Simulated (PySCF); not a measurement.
Species: C5H6N2Si.
Geometry (GFN2-xTB, Å), atoms numbered from 1 in this order:
```xyz
14
C5H6N2Si angstrom
C     -1.0245    2.4499   -0.0427
C     -0.3237    1.3695    0.5958
C      0.2646    0.4639    1.1340
C      0.9239   -0.6841    1.6159
N      1.0909   -1.7547    0.9656
Si     0.6552   -2.2683   -0.6093
C     -0.1822   -0.9826   -1.6909
N     -0.6872   -0.1649   -2.3166
H     -1.0095    2.2926   -1.1214
H     -2.0599    2.4625    0.2973
H     -0.5594    3.4048    0.1999
H      1.3166   -0.6315    2.6334
H      1.9068   -2.6090   -1.2804
H     -0.3124   -3.3488   -0.4376
```

The closed-shell SCF was solved with PySCF and density fitting under several settings on one GFN2-xTB geometry (grid level 2 and gas phase unless stated).

```
                                                                   settings  basis functions  SCF cycles     E (Eh)  HOMO (eV)  LUMO (eV)  dipole (D)
                                                              PBE0/pcSseg-1              173          14  -592.5304      -7.72      -1.91        1.78
                                                             PBE0/def2-SVPD              212          14  -592.2726      -7.73      -1.95        1.86
BP86/Sadlej pVTZ, IEF-PCM dichloromethane, grid level 3, start guess huckel              254          16  -593.1387      -6.37      -2.81        2.29
                                PBE0/Sadlej pVTZ, energy threshold 1e-11 Eh              254          14  -592.6263      -7.71      -1.93        1.85
                                                               PBE0/IGLO-II              225          15  -592.6382      -7.69      -1.88        1.78
              HSE06/6-311G**, level shift 0.3 Eh, energy threshold 1e-11 Eh              188          18  -592.6953      -7.24      -2.19        1.78
  revPBE/aug-cc-pVDZ, damping 0.2 at the start, DIIS from the seventh cycle              242          26  -592.9491      -6.21      -2.75        1.86
```

Estimate the row for these settings: B97-D/def2-SVPD, energy threshold 1e-11 Eh, start guess vsap.

| settings | basis functions | SCF cycles | E (Eh) | HOMO (eV) | LUMO (eV) | dipole (D) |
| --- | --- | --- | --- | --- | --- | --- |
| B97-D/def2-SVPD, energy threshold 1e-11 Eh, start guess vsap | 212 | 19 | -592.5274 | -6.27 | -2.77 | 1.87 |

Over all rows, what range does the HOMO–LUMO gap span?

From 3.46 eV to 5.81 eV.

And the dipole moment?

From 1.78 D to 2.29 D; the largest is 1.29 times the smallest, and the median is 1.85 D.

Compare two rows with the functional PBE0: PBE0/Sadlej pVTZ, energy threshold 1e-11 Eh and PBE0/def2-SVPD. Which energy is lower, and by how much?

PBE0/Sadlej pVTZ, energy threshold 1e-11 Eh (254 functions) lies 0.3537 Eh or 222 kcal/mol below PBE0/def2-SVPD (212 functions).

B97-D ran without the empirical dispersion term, which would shift the total energy alone. Cycle counts include a coarse-grid stage where the run had one. All basis functions are spherical, in the Pople sets too. One conformer (not necessarily the lowest) at the GFN2-xTB geometry, without vibrations or thermal averaging.
